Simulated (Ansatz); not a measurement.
`CN[SiH](F)OC` + H₂S → `CO[SiH](F)S` + CH₃NH₂  (ligand exchange at the Si–N bond)

Isolated molecules relaxed with PBE0-D4/def2-TZVP in Ansatz; ΔE leaves out vibrations. CCSD(T)/CBS adds triple-zeta CCSD(T) − MP2 to the extrapolated MP2 energy (def2 sets, frozen cores). This one scheme is used for every species. DFT in def2-TZVPP. One conformer a species, not always the lowest.

`CN[SiH](F)OC`:

Cartesian coordinates in Å:
```
C -0.922 -1.598 -0.545
N -0.125 -1.134 0.570
Si -0.202 0.416 1.252
F 0.976 0.431 2.332
O -0.023 1.571 0.124
C 1.001 1.614 -0.847
H -1.375 -0.744 -1.053
H -0.312 -2.126 -1.284
H -1.737 -2.264 -0.238
H 0.359 -1.860 1.072
H -1.447 0.789 1.949
H 1.867 2.159 -0.462
H 0.620 2.136 -1.727
H 1.321 0.610 -1.142
```

H₂S:

```xyz
3

S     0.301    0.534    0.092
H    -0.894    0.218   -0.430
H     0.593   -0.752    0.338
```

`CO[SiH](F)S`:

```xyz
10

C     1.297   -0.979   -0.225
O    -0.068   -0.606   -0.245
Si   -0.608    0.909   -0.029
F     0.056    1.482    1.305
S    -2.713    0.859    0.092
H     1.352   -2.056   -0.385
H     1.856   -0.478   -1.022
H     1.758   -0.739    0.738
H    -0.221    1.836   -1.113
H    -2.709   -0.229    0.884
```

CH₃NH₂:

Cartesian coordinates in Å:
```
C -0.489 -0.202 0.207
N 0.799 0.431 -0.020
H -0.920 -0.717 -0.664
H -1.209 0.550 0.539
H -0.397 -0.932 1.014
H 0.733 1.121 -0.757
H 1.484 -0.251 -0.318
```

```
       species  ωB97X-V energy (Eh)
`CN[SiH](F)OC`           -600.47159
           H₂S           -399.34253
 `CO[SiH](F)S`           -903.94378
        CH₃NH₂            -95.86508
```

(1) Work out ΔE.

Largest T1 diagnostic among the species: 0.012.

## Answers

(1) ΔE = (-903.94378) + (-95.86508) − (-600.47159) − (-399.34253) = 0.00526 Eh = +0.14 eV. CCSD(T)/CBS gives +0.15 eV.

The D4 term adds +0.05 eV with B3LYP and +0.03 eV with PBE0; it sums over pairs of atoms, weighted by their polarisabilities, and B3LYP, whose exchange is more repulsive, gets the larger term. From PBE to PBE0 (25 % exact exchange), in def2-TZVPP and without D4, ΔE moves by +0.04 eV.

B3LYP here is the variant with VWN-RPA as its local correlation; programs differ in this.
